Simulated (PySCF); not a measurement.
## Continuum solvent and chemical shifts

Atoms are numbered as in `[O:1]=[CH:2][O:3][C@H:4]1[CH2:5][CH2:6][C@@H:7]([B:8]([F:9])[F:10])[CH2:11][CH2:12]1` (H(Xn): hydrogen on atom n). Ha(C5), Ha(C6), Ha(C11), Ha(C12) are cis to O3 on the ring; Hb(C5), Hb(C6), Hb(C11), Hb(C12) are trans to O3 on the ring.

GIAO PBE0/pcSseg-1 in PySCF on one PBE0-D3(BJ)/def2-SVP conformer, non-relativistic, equivalent nuclei averaged. Solvents enter as an IEF-PCM continuum (cyclohexane with ε = 2.0, dimethylsulfoxide with ε = 46.8) around the gas-phase geometry. Shifts are referred to TMS, BF3·OEt2, CFCl3 computed in the same medium.

Gas phase, δ in ppm: C2 163.9, C4 68.0, C5/C12 31.9, C7 23.0, C6/C11 22.1, B8 29.3, F9/F10 -69.9, H(C2) 7.90, H(C4) 4.89, Ha(C5)/Ha(C12) 1.98, Ha(C6)/Ha(C11) 1.63, Hb(C6)/Hb(C11) 1.44, Hb(C5)/Hb(C12) 1.24, H(C7) 0.82. Dipole moment 1.44 D.

Question: How does each δ change in the continuum?

Answer: 
```json
{"atoms": "C2", "environment": "ester carbonyl carbon", "Δδ, cyclohexane": "+1.9", "Δδ, dimethylsulfoxide": "+4.7"}
{"atoms": "C4", "environment": "sp3 CH bonded to O", "Δδ, cyclohexane": "+0.7", "Δδ, dimethylsulfoxide": "+1.9"}
{"atoms": "C5/C12", "environment": "sp3 CH2 in a ring", "Δδ, cyclohexane": "+0.2", "Δδ, dimethylsulfoxide": "+0.4"}
{"atoms": "C7", "environment": "sp3 CH bonded to B", "Δδ, cyclohexane": "+0.2", "Δδ, dimethylsulfoxide": "+0.5"}
{"atoms": "C6/C11", "environment": "sp3 CH2 in a ring", "Δδ, cyclohexane": "+0.3", "Δδ, dimethylsulfoxide": "+0.7"}
{"atoms": "B8", "environment": "boron bonded to C, 2 F", "Δδ, cyclohexane": "+0.4", "Δδ, dimethylsulfoxide": "+0.9"}
{"atoms": "F9/F10", "environment": "fluorine bonded to B", "Δδ, cyclohexane": "-1.5", "Δδ, dimethylsulfoxide": "-3.5"}
{"atoms": "H(C2)", "environment": "hydrogen on an ester carbonyl carbon", "Δδ, cyclohexane": "+0.06", "Δδ, dimethylsulfoxide": "+0.14"}
{"atoms": "H(C4)", "environment": "hydrogen on an sp3 CH bonded to O", "Δδ, cyclohexane": "+0.01", "Δδ, dimethylsulfoxide": "0.00"}
{"atoms": "Ha(C5)/Ha(C12)", "environment": "hydrogen on an sp3 CH2 in a ring", "Δδ, cyclohexane": "-0.02", "Δδ, dimethylsulfoxide": "-0.09"}
{"atoms": "Ha(C6)/Ha(C11)", "environment": "hydrogen on an sp3 CH2 in a ring", "Δδ, cyclohexane": "-0.02", "Δδ, dimethylsulfoxide": "-0.07"}
{"atoms": "Hb(C6)/Hb(C11)", "environment": "hydrogen on an sp3 CH2 in a ring", "Δδ, cyclohexane": "+0.03", "Δδ, dimethylsulfoxide": "+0.06"}
{"atoms": "Hb(C5)/Hb(C12)", "environment": "hydrogen on an sp3 CH2 in a ring", "Δδ, cyclohexane": "+0.08", "Δδ, dimethylsulfoxide": "+0.23"}
{"atoms": "H(C7)", "environment": "hydrogen on an sp3 CH bonded to B", "Δδ, cyclohexane": "+0.10", "Δδ, dimethylsulfoxide": "+0.30"}
```

Changes are relative to the gas phase. The dipole moment becomes 1.60 D in cyclohexane, 1.87 D in dimethylsulfoxide.

Question: Which of the listed nuclei move most (in ppm), and what does the model miss? (N and O are left out, as their reference compounds move with the solvent too.)

Answer: C2 (ester carbonyl carbon, +4.7 ppm) in dimethylsulfoxide. A continuum only polarises the solute; specific hydrogen bonds, the anisotropy of aromatic solvents and changes of geometry or conformer are outside it.
